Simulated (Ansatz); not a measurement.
`[CH3][Hf]([F])([F])[Cl]` + NH₃ → `[NH2][Hf]([F])([F])[Cl]` + CH₄ at 298.15 K and 1 bar (ligand exchange at the Hf–C bond).

Isolated molecules relaxed with PBE0-D4/def2-TZVP in Ansatz; ΔE leaves out vibrations. CCSD(T)/CBS adds triple-zeta CCSD(T) − MP2 to the extrapolated MP2 energy (def2 sets, frozen cores). This one scheme is used for every species. Elements past krypton have def2 core potentials. For Hf outer-core shells are correlated without core-valence functions, which leaves a few kJ/mol of doubt a bond. One conformer a species, not always the lowest.

| species | CCSD(T)/CBS energy (Eh) | H − E (kJ/mol) | S (J/(mol·K)) |
| --- | --- | --- | --- |
| `[CH3][Hf]([F])([F])[Cl]` | -747.37169 | 127.4 | 387.4 |
| NH₃ | -56.50880 | 100.5 | 192.4 |
| `[NH2][Hf]([F])([F])[Cl]` | -763.45993 | 100.9 | 379.9 |
| CH₄ | -40.46206 | 127.4 | 186.2 |

H − E and S are ideal-gas, rigid-rotor, harmonic terms from PBE0-D4/def2-TZVP, for one conformer and one mirror image of each species. 1 Eh = 2625.50 kJ/mol, R = 8.31446 J/(mol·K).

Problem. By hand: ΔE, ΔH, ΔS and ΔG.

Solution. ΔE = (-763.45993) + (-40.46206) − (-747.37169) − (-56.50880) = -0.04150 Eh = -109.0 kJ/mol. Δ(H − E) = 100.9 + 127.4 − 127.4 − 100.5 = 0.4, so ΔH = -108.6 kJ/mol. ΔS = 379.9 + 186.2 − 387.4 − 192.4 = -13.7 J/(mol·K). ΔG = -108.6 − 298.15 × (-13.7)/1000 = -104.5 kJ/mol.

Problem. By hand: the equilibrium constant, and the temperature at which ΔG would vanish if ΔH and ΔS stayed fixed.

Solution. log₁₀ K = −ΔG/(RT ln 10) = 18.3. ΔG = 0 at ΔH/ΔS = 7927 K, far beyond where these terms or the molecules hold.

The number of gas molecules stays the same, so ΔS is small and ΔH decides. A doubt of 5 kJ/mol in ΔE shifts log₁₀ K by 0.9 here. Other conformers and mirror images would add mixing entropy, several J/(mol·K) or more a flexible species. These are equilibria of isolated gas molecules and say nothing of rates. Largest T1 diagnostic: 0.015 (customary marks: 0.02 for closed shells, 0.045 for open ones).
